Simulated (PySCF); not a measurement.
Fine-structure interval of Ga⁴⁺ by level of theory

Ga⁴⁺ [Ar] 3d9 [3d3/2^4 3d5/2^5, M_J = 5/2] → Ga⁴⁺ [Ar] 3d9 [3d3/2^3 3d5/2^6, M_J = 3/2], as a difference of total energies. Computed with PySCF 2.14 in x2c-QZVPPall-2c (11s9p5d4f1g, 100 functions), with the two-component X2C-1e Hamiltonian. Correlated levels: [Ne] frozen; the 8 highest virtual spinors dropped. "Screened" scales the spin-orbit matrix elements by Boettger's factors to mimic the two-electron term; Breit and QED terms are absent.

```tsv
method	fine-structure interval (cm⁻¹)
GHF (screened spin-orbit)	3847.2
GMP2 (screened spin-orbit)	3924.9
GHF (bare spin-orbit)	5696.3
```
